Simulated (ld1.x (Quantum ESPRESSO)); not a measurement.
## Configuration tests for Sm (Z = 62) (ultrasoft)

ld1.x (Quantum ESPRESSO) 7.5 input, shortened:

```
&input
   title='Sm', zed=62., rel=1, dft='PBESOL', iswitch=3,
   config='[Xe] 4f6 5d0 6s1.5 6p0'
 /
 &inputp
   pseudotype=3, tm=.true., lloc=-2, rcloc=2.25,
   nlcc=.true., new_core_ps=.true., rcore=0.50
 /
8
5S  1  0   2.00   0.00  1.80  2.20  0.0
6S  2  0   1.50   0.00  1.80  2.20  0.0
5P  2  1   6.00   0.00  2.15  2.65  0.0
6P  3  1   0.00   0.00  2.15  2.65  0.0
5D  3  2   0.00   0.00  2.40  3.30  0.0
5D  3  2   0.00   0.30  2.40  3.30  0.0
4F  4  3   6.00   0.00  0.60  0.80  0.0
4F  4  3   0.00   4.05  0.60  0.80  0.0
 &test
   configts(1)='4f6 5s2 5p6 5d0 6s1.5 6p0'
 /
```

Energies are relative to the spin-unpolarised reference configuration 4f6 5s2 5p6 5d0 6s1.5 6p0; without spin polarisation the order of configurations can differ from experiment. The frozen-core shift is the all-electron ΔE with the core orbitals held at their reference shape minus the fully relaxed ΔE.

```tsv
valence configuration	charge	ΔE all-electron (eV)	error AE − PS (meV)	frozen-core shift (meV)
4f6 5s2 5p6 5d0 6s1 6p0	+1	3.585	+328	+1.5
4f6 5s2 5p6 5d0 6s0 6p0	+2	14.572	+1474	+5.9
4f5 5s2 5p6 5d1 6s1 6p0	+1	7.074	-722	+71
4f4 5s2 5p6 5d0 6s0 6p0	+4	80.492	-2315	+629
4f6 5s1 5p6 5d0 6s2 6p0	+1	46.384	-1847	+32
4f6 5s2 5p6 5d0 6s0 6p1	+1	6.711	+903	+2.7
```

(1) What are ΔE and the potential's error for 4f6 5s2 5p6 5d0 6s2 6p0?

Levels in the configuration 4f5 5s2 5p6 5d1 6s1 6p0:

```
level  all-electron (eV)  pseudo (eV)
   4f            -14.219      -16.664
   5s            -52.968      -54.308
   5p            -32.220      -33.263
   5d             -8.537       -9.122
   6s             -9.041       -8.075
```

A Bessel basis up to 400 Ry misses an occupied level by 0.54 Ry, so cutoffs and ghosts were not judged. The potential misses its own reference levels by up to 1.1 eV, so it is not fit for use.

Results:

(1) ΔE = -2.379 eV all-electron; the error (AE − PS) is -209 meV.

These tests converged, but a pseudo level misses the all-electron one widely, so the file describes the atom poorly there or has found another state: 4f6 5s2 5p6 5d0 6s2 6p0: 4f by 1.4 eV; 4f5 5s2 5p6 5d1 6s1 6p0: 4f by 2.4 eV (a node warning on the way); 4f4 5s2 5p6 5d0 6s0 6p0: empty 6s by 3.6 eV (a node warning on the way); 4f6 5s1 5p6 5d0 6s2 6p0: 4f by 2.5 eV. A variational frozen-core shift is positive and of second order in the change. This column holds negative values, so the frozen-core run of ld1.x carries numerical noise or an error of first order here, and the column gives no more than the rough size of the effect.
